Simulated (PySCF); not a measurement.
A structure optimised at PBE0-D3(BJ)/def2-SVP, used in a PySCF frequency run:

```
O
C 1 1.3926
H 2 1.1031 1 110.22
H 2 1.1031 3 107.63 1 120.24
H 2 1.1049 3 107.98 4 116.34
Al 1 1.6770 2 140.00 3 -120.67
Br 6 2.2299 1 118.77 2 180.00
Br 6 2.2408 1 120.53 2 0.00
```

Problem. Write its SMILES, formula and point group.

Solution. C[O][Al]([Br])[Br], CH₃AlBr₂O, Cs

Problem. What are its rotational constants (standard atomic weights)?

Solution. 1.6638, 0.81137, 0.54729 GHz
